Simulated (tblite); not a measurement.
A geometry optimisation, step by step.

C₂H₇B₂F₂P.
Numbering: `[CH3:1][B:2]([PH2:3])[CH2:4][B:5]([F:6])[F:7]` (hydrogens: H8, H9, H10 on C1; H11, H12 on P3; H13, H14 on C4)

Computed with GFN2-xTB (tblite), gas phase: L-BFGS steps from a force-field or distance-geometry start until the largest atomic force falls under 0.01 eV/Å. 11 of its 128 geometries are shown.

Step 0: E = -607.3843 eV, largest atomic force 3.448 eV/Å
```
atom  x, y, z in Å  |  force x, y, z in eV/Å
C1     -0.765   -1.505    0.508   -0.005   0.531   0.296
B2     -0.486    0.054    0.290   -0.149  -0.221  -1.037
P3     -1.847    1.395    0.514   -1.419   0.309   0.859
C4      0.632    0.389   -0.802    0.796  -0.264  -0.561
B5      2.095    0.115   -0.245    0.333  -1.362   1.796
F6      2.642   -1.212   -0.481   -0.738   3.273   0.794
F7      2.565    0.889    0.867   -0.495  -1.935  -2.626
H8     -0.672   -2.007   -0.478   -0.072   0.127   0.828
H9      0.035   -1.912    1.171   -0.814   0.010  -0.458
H10    -1.785   -1.693    0.919    0.985  -0.092  -0.165
H11    -1.278    2.432    1.361   -0.012  -0.632  -1.264
H12    -2.046    1.984   -0.814    1.058  -0.120   1.095
H13     0.416   -0.323   -1.625    0.342   0.410   0.271
H14     0.493    1.394   -1.207    0.190  -0.033   0.173
```

Step 13: E = -608.7354 eV, largest atomic force 0.336 eV/Å
```
atom  x, y, z in Å  |  force x, y, z in eV/Å
C1     -0.814   -1.474    0.508    0.049   0.018  -0.035
B2     -0.619    0.032    0.112   -0.260   0.084   0.071
P3     -2.005    1.321    0.585    0.210   0.058  -0.030
C4      0.617    0.399   -0.816   -0.168   0.037  -0.119
B5      1.988    0.063   -0.157    0.192  -0.074   0.095
F6      2.642   -1.054   -0.422    0.070   0.009   0.111
F7      2.586    0.846    0.723    0.002  -0.063  -0.044
H8     -0.717   -2.086   -0.389   -0.036  -0.147   0.116
H9     -0.008   -1.791    1.172   -0.041  -0.063  -0.004
H10    -1.762   -1.714    0.992    0.143   0.067  -0.070
H11    -1.151    2.260    1.158    0.038  -0.126   0.030
H12    -1.900    1.982   -0.629   -0.089   0.049  -0.093
H13     0.517   -0.213   -1.709    0.014  -0.143  -0.129
H14     0.624    1.430   -1.151   -0.123   0.295   0.103
```

Step 25: E = -608.7780 eV, largest atomic force 0.066 eV/Å
```
atom  x, y, z in Å  |  force x, y, z in eV/Å
C1     -0.820   -1.492    0.500    0.010  -0.015   0.020
B2     -0.654   -0.004    0.042    0.063  -0.001  -0.019
P3     -1.977    1.318    0.558   -0.048   0.020   0.008
C4      0.605    0.415   -0.838    0.010   0.030  -0.043
B5      1.975    0.067   -0.153   -0.041   0.005  -0.005
F6      2.629   -1.061   -0.360   -0.037  -0.004   0.021
F7      2.572    0.869    0.708   -0.016   0.010  -0.001
H8     -0.735   -2.198   -0.325    0.000   0.010  -0.026
H9     -0.010   -1.756    1.181    0.014  -0.017   0.038
H10    -1.757   -1.688    1.014   -0.023  -0.036   0.009
H11    -1.032    2.155    1.135    0.029   0.003   0.022
H12    -1.919    2.035   -0.632    0.032  -0.011  -0.004
H13     0.543   -0.139   -1.776    0.002  -0.025  -0.012
H14     0.578    1.478   -1.077    0.005   0.031  -0.007
```

Step 38: E = -608.7847 eV, largest atomic force 0.064 eV/Å
```
atom  x, y, z in Å  |  force x, y, z in eV/Å
C1     -0.803   -1.498    0.503    0.011  -0.011  -0.003
B2     -0.645   -0.008    0.036   -0.037  -0.010  -0.007
P3     -1.958    1.323    0.559    0.026  -0.019  -0.010
C4      0.590    0.428   -0.870   -0.006  -0.008   0.006
B5      1.938    0.077   -0.147    0.024   0.025  -0.054
F6      2.557   -1.080   -0.295   -0.010   0.009   0.042
F7      2.536    0.896    0.698   -0.010  -0.020  -0.008
H8     -0.702   -2.200   -0.324   -0.015   0.000  -0.017
H9     -0.005   -1.767    1.196    0.019   0.038   0.016
H10    -1.747   -1.701    1.006    0.008  -0.010  -0.027
H11    -0.993    2.124    1.160   -0.014   0.009   0.003
H12    -1.860    2.040   -0.628   -0.001   0.038   0.028
H13     0.541   -0.126   -1.809   -0.002  -0.041   0.021
H14     0.553    1.492   -1.107    0.007   0.000   0.011
```

Step 51: E = -608.7942 eV, largest atomic force 0.078 eV/Å
```
atom  x, y, z in Å  |  force x, y, z in eV/Å
C1     -0.782   -1.500    0.475    0.014  -0.001   0.016
B2     -0.665   -0.004    0.006    0.038  -0.059  -0.035
P3     -1.941    1.341    0.566   -0.014   0.034   0.036
C4      0.565    0.409   -0.917   -0.003  -0.012  -0.017
B5      1.889    0.085   -0.141    0.007   0.008  -0.003
F6      2.454   -1.109   -0.133    0.000   0.014  -0.011
F7      2.497    0.960    0.638    0.015   0.021  -0.008
H8     -0.612   -2.207   -0.338   -0.022   0.054   0.034
H9      0.013   -1.706    1.196   -0.041   0.011  -0.004
H10    -1.724   -1.757    0.956    0.002   0.034  -0.027
H11    -0.971    2.070    1.251   -0.026  -0.064   0.007
H12    -1.783    2.150   -0.555    0.007  -0.015   0.005
H13     0.527   -0.194   -1.824    0.021  -0.007   0.005
H14     0.532    1.461   -1.202    0.003  -0.019   0.003
```

Step 64: E = -608.8155 eV, largest atomic force 0.197 eV/Å
```
atom  x, y, z in Å  |  force x, y, z in eV/Å
C1     -0.798   -1.473    0.450   -0.012   0.016   0.034
B2     -0.664   -0.002   -0.071   -0.148   0.048  -0.011
P3     -1.941    1.307    0.550    0.066   0.059  -0.077
C4      0.567    0.370   -1.003    0.041  -0.064   0.001
B5      1.867    0.136   -0.153    0.125  -0.035  -0.004
F6      2.392   -1.063    0.055   -0.086   0.172  -0.044
F7      2.508    1.104    0.473   -0.006   0.002   0.008
H8     -0.533   -2.209   -0.307   -0.011  -0.066   0.070
H9     -0.088   -1.606    1.266    0.068  -0.082   0.021
H10    -1.778   -1.719    0.857   -0.011  -0.012  -0.078
H11    -1.005    1.786    1.462   -0.066   0.033   0.033
H12    -1.645    2.314   -0.364    0.077  -0.038   0.058
H13     0.593   -0.330   -1.837   -0.041  -0.005  -0.061
H14     0.525    1.384   -1.399    0.004  -0.028   0.050
```

Step 76: E = -608.9342 eV, largest atomic force 0.307 eV/Å
```
atom  x, y, z in Å  |  force x, y, z in eV/Å
C1     -0.829   -1.462    0.435   -0.163   0.067   0.143
B2     -0.614   -0.002   -0.111   -0.040  -0.092  -0.101
P3     -1.797    1.389    0.432    0.212   0.064  -0.196
C4      0.565    0.258   -1.145   -0.030   0.070  -0.055
B5      1.856    0.282   -0.259   -0.054  -0.007   0.024
F6      2.351   -0.818    0.266    0.219  -0.200   0.081
F7      2.472    1.377    0.140    0.000   0.080  -0.048
H8     -0.423   -2.258   -0.185   -0.007   0.083  -0.024
H9     -0.357   -1.562    1.411    0.128   0.008   0.063
H10    -1.882   -1.663    0.617   -0.099  -0.111  -0.053
H11    -1.475    1.362    1.773   -0.040  -0.052   0.102
H12    -0.959    2.462    0.153   -0.055  -0.043   0.048
H13     0.621   -0.562   -1.864    0.020   0.058   0.089
H14     0.470    1.196   -1.684   -0.092   0.076  -0.073
```

Step 89: E = -608.9928 eV, largest atomic force 0.085 eV/Å
```
atom  x, y, z in Å  |  force x, y, z in eV/Å
C1     -0.920   -1.453    0.472   -0.031   0.011  -0.023
B2     -0.598   -0.018   -0.087    0.000   0.015  -0.033
P3     -1.702    1.456    0.328    0.019   0.005   0.006
C4      0.600    0.212   -1.111    0.009   0.055  -0.020
B5      1.950    0.321   -0.321   -0.022  -0.001  -0.019
F6      2.625   -0.728    0.109    0.012  -0.006   0.006
F7      2.497    1.475    0.018   -0.017  -0.011   0.020
H8     -0.513   -2.263   -0.129    0.030   0.008   0.013
H9     -0.494   -1.558    1.470    0.015  -0.013   0.005
H10    -1.990   -1.624    0.583   -0.007   0.013   0.022
H11    -1.848    1.251    1.687   -0.002   0.000   0.003
H12    -0.715    2.420    0.439   -0.020  -0.009   0.028
H13     0.662   -0.628   -1.804    0.000   0.016   0.005
H14     0.445    1.135   -1.676    0.014  -0.083  -0.013
```

Step 102: E = -608.9972 eV, largest atomic force 0.024 eV/Å
```
atom  x, y, z in Å  |  force x, y, z in eV/Å
C1     -0.922   -1.432    0.468    0.004   0.002   0.002
B2     -0.594   -0.005   -0.107   -0.001  -0.005  -0.006
P3     -1.670    1.482    0.334   -0.004  -0.010   0.001
C4      0.601    0.194   -1.140    0.001  -0.010  -0.011
B5      1.938    0.329   -0.332   -0.008   0.010  -0.005
F6      2.625   -0.706    0.114    0.006  -0.020  -0.006
F7      2.454    1.492    0.024   -0.015   0.016   0.009
H8     -0.505   -2.249   -0.115   -0.001  -0.006   0.006
H9     -0.502   -1.520    1.472   -0.002  -0.005  -0.013
H10    -1.993   -1.605    0.577   -0.001   0.011   0.006
H11    -1.887    1.200    1.670   -0.006   0.005   0.015
H12    -0.661    2.401    0.556    0.008   0.012  -0.005
H13     0.668   -0.670   -1.800    0.010  -0.010   0.003
H14     0.448    1.088   -1.744    0.010   0.011   0.005
```

Step 114: E = -608.9984 eV, largest atomic force 0.042 eV/Å
```
atom  x, y, z in Å  |  force x, y, z in eV/Å
C1     -0.925   -1.429    0.471   -0.022  -0.002  -0.031
B2     -0.588   -0.006   -0.112   -0.005  -0.009  -0.008
P3     -1.665    1.481    0.332    0.014  -0.005  -0.025
C4      0.607    0.185   -1.147    0.007   0.011   0.028
B5      1.938    0.328   -0.332   -0.011   0.030   0.009
F6      2.661   -0.701    0.071    0.005  -0.004  -0.006
F7      2.407    1.494    0.074    0.012   0.008   0.019
H8     -0.535   -2.258   -0.115    0.019   0.021   0.008
H9     -0.491   -1.519    1.469    0.001  -0.014  -0.002
H10    -1.997   -1.579    0.595   -0.010  -0.005   0.027
H11    -1.895    1.203    1.667    0.013  -0.010   0.004
H12    -0.658    2.401    0.559    0.009   0.012  -0.003
H13     0.684   -0.679   -1.805   -0.027  -0.027  -0.018
H14     0.456    1.081   -1.750   -0.003  -0.005  -0.001
```

Step 127: E = -609.0008 eV, largest atomic force 0.007 eV/Å
```
atom  x, y, z in Å  |  force x, y, z in eV/Å
C1     -0.934   -1.428    0.472   -0.002  -0.001  -0.001
B2     -0.595   -0.009   -0.118    0.000   0.000  -0.001
P3     -1.658    1.490    0.314    0.001   0.000   0.001
C4      0.609    0.173   -1.145   -0.001   0.001  -0.001
B5      1.929    0.324   -0.314   -0.004   0.005  -0.002
F6      2.723   -0.686   -0.015    0.003  -0.004   0.005
F7      2.316    1.473    0.212    0.002   0.007   0.000
H8     -0.582   -2.256   -0.139   -0.003  -0.003  -0.003
H9     -0.446   -1.532    1.443    0.001  -0.003  -0.004
H10    -1.999   -1.566    0.654   -0.002   0.000   0.003
H11    -1.868    1.228    1.655    0.003   0.004   0.000
H12    -0.644    2.409    0.512    0.001  -0.001   0.001
H13     0.688   -0.690   -1.805    0.005  -0.002   0.004
H14     0.460    1.070   -1.748   -0.004  -0.001  -0.001
```

Question: Summarise the path.

Answer: The energy falls by 1.6164 eV from step 0 to step 127; nine tenths of that is first reached at step 68. It rises by more than 0.2 meV at step 74. The largest force goes from 3.448 to 0.007 eV/Å. Among the bonds B5–F6 changes most, from 1.455 to 1.319 Å; the atoms move by 0.805 Å rms after alignment.

Question: Follow the three bonds and two angles with the largest change from start to end.

Answer: 
```csv
step,E above end (eV),largest force (eV/Å),B5–F6 (Å),B5–F7 (Å),P3–H12 (Å),H11–P3–H12 (°),B2–P3–H11 (°)
0,1.6164,3.448,1.455,1.434,1.466,107.1,106.7
6,0.3582,0.589,1.325,1.323,1.393,91.7,100.3
11,0.2889,0.283,1.323,1.320,1.388,88.9,98.1
17,0.2372,0.167,1.320,1.319,1.390,91.9,94.8
22,0.2252,0.113,1.320,1.320,1.390,91.4,93.4
28,0.2208,0.055,1.321,1.321,1.390,90.6,92.9
33,0.2183,0.060,1.320,1.320,1.391,91.0,92.8
39,0.2155,0.069,1.320,1.320,1.390,91.3,92.4
44,0.2128,0.063,1.320,1.320,1.390,91.0,92.6
50,0.2073,0.076,1.320,1.320,1.390,90.6,92.7
55,0.2044,0.078,1.320,1.320,1.391,91.1,92.1
61,0.1943,0.136,1.319,1.319,1.388,91.9,90.8
66,0.1687,0.251,1.323,1.317,1.391,93.0,90.5
72,0.1150,0.404,1.321,1.325,1.393,92.6,92.7
77,0.0476,0.392,1.314,1.318,1.399,96.6,99.2
83,0.0130,0.079,1.321,1.320,1.384,95.2,100.3
88,0.0090,0.084,1.320,1.322,1.385,95.7,99.4
94,0.0059,0.050,1.320,1.321,1.384,95.8,99.4
99,0.0041,0.031,1.320,1.320,1.383,95.5,98.5
105,0.0033,0.020,1.320,1.321,1.382,95.5,99.1
110,0.0029,0.021,1.320,1.321,1.382,95.5,99.5
116,0.0016,0.044,1.320,1.321,1.382,95.5,99.1
121,0.0002,0.025,1.320,1.322,1.383,95.9,99.1
127,0.0000,0.007,1.319,1.321,1.382,95.7,99.0
```

What follows is the cost of the whole relaxation. Hardware: one thread of an Intel Xeon at 2.50 GHz, shared host. Cost: 2.1 s.
